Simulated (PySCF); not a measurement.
**Identify the compound**

An unknown has the formula C7H8O2. Its calculated NMR data are:

$^{1}$H NMR (400 MHz, computed): δ 6.31 (m, 1H), 5.58 (m, 1H), 5.49 (m, 1H), 5.41 (s, 1H), 5.32 (m, 1H), 5.27 (m, 1H), 2.39 (d, 2H).

$^{13}$C{$^{1}$H} NMR (computed): δ 145.4 (C), 144.6 (CH), 134.0 (CH), 133.9 (CH), 129.9 (CH), 121.2 (CH2), 41.3 (CH2).

PySCF 2.14 calculation with GFN2-xTB structure and NMR shieldings at PBE0/pcSseg-1/GIAO; one computed conformer, equivalent nuclei averaged, gas phase, relativity neglected.

Scale: $^{1}$H, $^{13}$C vs TMS (reference shieldings calculated alike).

Q: Propose a structure and justify it.

A: 
Rings plus π bonds: 4 (1 ring in the answer). 7 carbon signals for 7 carbons: no two carbons are equivalent. Carbon types of the structure: 1 × C, 4 × CH, 2 × CH2, which accounts for all hydrogens. δC 145.4, 134.0, 133.9, 129.9: alkene carbon bearing oxygen. δC 144.6: alkene CH; an sp2 carbon of a C=C bond. δC 121.2: terminal =CH2 carbon; as expected for a trigonal carbon in a double bond. δC 41.3: allylic sp3 CH2; aliphatic region, no heteroatom directly attached. δH 6.31: hydrogen on an alkene CH; a vinylic proton, deshielded by the sp2 carbon and the C=C anisotropy. δH 5.32, 5.27: hydrogen on a terminal =CH2 carbon; olefinic region. δH 2.39: hydrogen on an allylic sp3 CH2; allylic position.

The compound is SMILES C=CCC1=COC=CO1.

The shifts were computed for this structure.

Shifts are as computed. Against solution values, carbons near 30 ppm lie about +3 ppm off and those near 130 ppm about +5 ppm. Of 1211 compounds with measured shifts, 218 miss one by over three times the rms of a fit or turn the order of signals round; such compounds aren't used in these exercises. Multiplicities follow the n + 1 count of equivalent neighbours, as no J values were calculated; m marks all less simple cases, F and P coupling included.
